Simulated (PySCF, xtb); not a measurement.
H4SiZn, SMILES [SiH3][ZnH].

xtb 6.7.1 with GFN2-xTB at its own geometry gives an orbital gap of 4.58 eV and a dipole moment of 0.07 D.

Coordinates come from a B3LYP-D3(BJ)/def2-TZVP optimisation.

What does PBE/def2-TZVPD run with PySCF give? (Estimate from the structure and the level; the computed values follow.)

gap 4.44 eV (levels -6.31 and -1.86 eV), dipole 0.19 D.
